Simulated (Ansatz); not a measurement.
Born–Oppenheimer molecular dynamics of C2H8OSSi (13 atoms, charge 0, multiplicity 1). It goes on from the last frame of an earlier run, with new velocities.

Computed with UKS CAM-B3LYP-D4/STO-3G in Ansatz 0.2.0.

* ensemble: NVE (velocity Verlet)
* time step: 0.5 fs
* steps asked: 100
* starting velocities drawn for: 100 K
* seed: 62340

First frame:

```xyz
13
Properties=species:S:1:pos:R:3
O -2.077 -0.460 1.628
C -0.722 -1.073 1.392
S 0.807 -0.103 1.260
C 0.554 0.916 -0.169
Si 1.071 0.392 -1.895
H -1.822 0.241 2.354
H -0.986 -1.765 0.576
H -0.572 -1.627 2.410
H -0.512 0.847 -0.322
H 0.625 1.967 0.093
H 0.012 -0.045 -2.708
H 1.696 1.268 -2.848
H 2.265 -0.339 -1.705
```

Q: How far do the bonds stretch over the last three quarters of this one trajectory? (Pairs bonded in most of those frames.)

A: 
```json
{"bond": "O1–C2", "mean (Å)": "1.461", "spread (Å)": "0.019", "shortest": "1.43", "longest": "1.50"}
{"bond": "O1–H6", "mean (Å)": "1.023", "spread (Å)": "0.015", "shortest": "1.00", "longest": "1.05"}
{"bond": "C2–S3", "mean (Å)": "1.830", "spread (Å)": "0.028", "shortest": "1.79", "longest": "1.89"}
{"bond": "C2–H7", "mean (Å)": "1.109", "spread (Å)": "0.007", "shortest": "1.09", "longest": "1.12"}
{"bond": "C2–H8", "mean (Å)": "1.114", "spread (Å)": "0.043", "shortest": "1.05", "longest": "1.18"}
{"bond": "S3–C4", "mean (Å)": "1.837", "spread (Å)": "0.046", "shortest": "1.77", "longest": "1.90"}
{"bond": "C4–Si5", "mean (Å)": "1.897", "spread (Å)": "0.016", "shortest": "1.87", "longest": "1.92"}
{"bond": "C4–H9", "mean (Å)": "1.103", "spread (Å)": "0.018", "shortest": "1.07", "longest": "1.13"}
{"bond": "C4–H10", "mean (Å)": "1.100", "spread (Å)": "0.008", "shortest": "1.09", "longest": "1.11"}
{"bond": "Si5–H11", "mean (Å)": "1.448", "spread (Å)": "0.020", "shortest": "1.41", "longest": "1.48"}
{"bond": "Si5–H12", "mean (Å)": "1.443", "spread (Å)": "0.022", "shortest": "1.41", "longest": "1.48"}
{"bond": "Si5–H13", "mean (Å)": "1.445", "spread (Å)": "0.011", "shortest": "1.42", "longest": "1.47"}
```

Mean temperature of the second half: 570 K. The conserved energy stayed within 0.32 meV per atom of its start (net change -0.19 meV per atom), so the integration is sound. The system heated up, since it started high on the potential surface and ran downhill. A run of 0.05 ps of so small a system gives no equilibrium averages. Limits of this set-up: minimal basis.

Run time: 8.7 min on 1 thread of Arm Neoverse V1 (shared host), peak memory 0.17 GiB.
